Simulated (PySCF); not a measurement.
CrO3, SMILES [O]=[Cr](=[O])=[O], multiplicity 1.

The structure is a stationary point at PBE0-D3(BJ)/def2-SVP. The spin state was assumed, not searched. The isomer is the one that the SMILES or the coordinates give; other isomers of the formula were not compared.

Calculation: PBE0-D3(BJ)/def2-SVP run with PySCF 2.14.0.

Frequencies are harmonic and unscaled.

Modes within 1.5 cm⁻¹ of each other (mostly degenerate sets) share a row, with their intensities summed.

```tsv
mode	ν (cm⁻¹)	IR (km/mol)	Raman (Å⁴/amu)	depolarisation	moving atoms (share of kinetic energy)
1	251	68.1	0.4	0.00	O 58 %, Cr 42 %
2–3	402	0.6	10.6	0.75	O 88 %, Cr 12 %
4	1081	7.1	25.1	0.09	O 94 %
5–6	1146	412.3	14.3	0.75	O 67 %, Cr 33 %
```
